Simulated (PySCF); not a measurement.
## Identify the compound

Molecular formula: C$_{6}$H$_{13}$P. Simulated spectra:

¹H NMR (600 MHz, computed): δ 1.73 (m, 4H), 1.43 (m, 4H), 1.41 (m, 2H), 1.02 (m, 3H).

¹³C{¹H} NMR (computed): δ 35.3 (CH2, 2C), 32.6 (CH2), 28.7 (CH2, 2C), 18.9 (CH3).

How the numbers were obtained: coordinates at the GFN2-xTB level, σ from GIAO-PBE0/pcSseg-1, in PySCF 2.14 (one computed conformer, in vacuum, averaged over atoms made equivalent by symmetry, fast rotation or ring inversion, relativity neglected).

δ = σ(ref) − σ, references computed at the same level: ¹H (31.72 ppm), ¹³C (186.93 ppm) vs TMS.

Task: Which of these isomers gave the spectra?
A. CP1CCCCC1
B. C=[P@@]1(C)CC[C@H]1C
C. C/C=P\CC(C)C
D. PC1CCCCC1

Result: A. 

- 4 carbon signals for 6 carbons: some carbons are equivalent by symmetry or fast rotation.
- Carbon types of the structure: 5 × CH2, 1 × CH3, which accounts for all hydrogens.
- δC 32.6, 28.7: sp3 CH2 in a ring; aliphatic region, no heteroatom directly attached.
- δC 18.9: methyl carbon bonded to P.
- δH 1.73, 1.41: hydrogen on an sp3 CH2 in a ring.
- δH 1.43: hydrogen on an sp3 CH2 bonded to P.
- δH 1.02: hydrogen on a methyl carbon bonded to P.

The others: C=[P@@]1(C)CC[C@H]1C would give 6 carbon signals, not 4; PC1CCCCC1 would give 8 signals for carbon-bound and other non-exchanging H, not 4; C/C=P\CC(C)C would give 5 carbon signals, not 4.

Splittings by ³¹P in the carbon and heteronuclear signals aren't shown, as no couplings were computed. Shifts are as computed. Against solution values, carbons near 30 ppm lie about +3 ppm off and those near 130 ppm about +5 ppm. Of 1211 compounds with measured shifts, 218 miss one by over three times the rms of a fit or turn the order of signals round; such compounds aren't used in these exercises. Multiplicities follow the n + 1 count of equivalent neighbours, as no J values were calculated; m marks all less simple cases, F and P coupling included.
